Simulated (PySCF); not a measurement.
Cl2FH5Si3, SMILES F[SiH2][SiH2][SiH](Cl)Cl. Coordinates come from a PBE-D3(BJ)/def2-SVP optimisation. The structure was generated by enumeration, and PubChem lists no compound with its InChIKey, so it may never have been made. Other conformers were not sampled.

Computed equilibrium geometry at PBE-D3(BJ)/def2-SVP (PySCF confirms it by a frequency run) as bond lengths and angles (one conformer of several):
Atoms: Si1 F2 Si3 Si4 Cl5 Cl6 H7 H8 H9 H10 H11. Bonds (Å): Si1–F2 1.646, Si1–Si3 2.356, Si1–H7 1.501, Si1–H8 1.503, Si3–Si4 2.346, Si3–H9 1.505, Si3–H10 1.504, Si4–Cl5 2.079, Si4–Cl6 2.093, Si4–H11 1.500. Angles (°): F2–Si1–Si3 109.9, F2–Si1–H7 108.5, F2–Si1–H8 108.1, Si3–Si1–H7 110.2, Si3–Si1–H8 109.8, H7–Si1–H8 110.2, Si1–Si3–Si4 104.5, Si1–Si3–H9 112.3, Si1–Si3–H10 111.6, Si4–Si3–H9 110.2, Si4–Si3–H10 108.2, H9–Si3–H10 109.8, Si3–Si4–Cl5 112.1, Si3–Si4–Cl6 105.0, Si3–Si4–H11 115.0, Cl5–Si4–Cl6 109.7, Cl5–Si4–H11 107.7, Cl6–Si4–H11 107.1.
